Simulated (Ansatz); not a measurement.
Energy difference R1 + R2 → P1 + P2, each structure at its B3LYP-D3(BJ)/def2-SVP stationary point, reached from a drawn start (curvature not checked).
P1, C8H8 (SMILES C=Cc1ccccc1) (charge 0, multiplicity 1, Z-matrix in Å and degrees):
```
C
C 1 1.4068
H 2 1.0934 1 119.02
C 2 1.3961 3 119.75 1 180.00
H 4 1.0927 2 119.82 3 0.01
C 4 1.3964 5 120.14 2 -180.00
H 6 1.0925 4 120.31 5 -0.01
C 6 1.4002 7 120.22 4 180.00
H 8 1.0928 6 119.94 7 0.01
C 8 1.3929 9 119.66 6 180.00
H 10 1.0918 8 119.32 9 0.00
C 1 1.4721 2 119.03 3 0.00
C 12 1.3407 1 127.44 2 179.99
H 13 1.0924 12 120.87 1 180.00
H 13 1.0933 14 116.59 12 -180.00
H 12 1.0961 13 118.07 14 -0.01
```
R1, C2H4 (SMILES C=C) (charge 0, multiplicity 1):
```xyz
6

C      0.00000     0.00000     0.66642
C      0.00000     0.00000    -0.66642
H      0.00000     0.93107     1.24200
H      0.00000    -0.93107     1.24200
H      0.00000     0.93107    -1.24200
H      0.00000    -0.93107    -1.24200
```
R2: C6H6 (SMILES c1ccccc1), charge 0, multiplicity 1.
P2: H2 (SMILES [H][H]), charge 0, multiplicity 1.

P less R. No zero-point or thermal terms. One arrangement of each flexible species, with no search for the lowest.

Frozen-core correlation throughout.

Codes used: Ansatz (a program for electronic structure) with Gaussian orbitals. All values are computed, each at the level named.

Total energies in hartree:

```csv
structure,PBE/def2-TZVPP,r2SCAN/def2-TZVPP,CCSD(T)/cc-pVDZ
P1,-309.345685,-309.572066,-308.761424
R1,-78.501798,-78.562125,-78.355279
R2,-232.021582,-232.191425,-231.581880
P2,-1.166089,-1.171062,-1.163674
```

Task: Work out the reaction energy at each level in kJ/mol (1 hartree = 2625.49964 kJ/mol), and say how far PBE/def2-TZVPP lies from CCSD(T)/cc-pVDZ.

Result: 
- PBE/def2-TZVPP: (-309.345685) + (-1.166089) − (-78.501798) − (-232.021582) = 0.011606 hartree = 30.5 kJ/mol
- r2SCAN/def2-TZVPP: (-309.572066) + (-1.171062) − (-78.562125) − (-232.191425) = 0.010422 hartree = 27.4 kJ/mol
- CCSD(T)/cc-pVDZ: (-308.761424) + (-1.163674) − (-78.355279) − (-231.581880) = 0.012061 hartree = 31.7 kJ/mol
PBE/def2-TZVPP less CCSD(T)/cc-pVDZ: -1.2 kJ/mol. CCSD(T)/cc-pVDZ is the level counted from, the highest shown, and no exact or measured value.
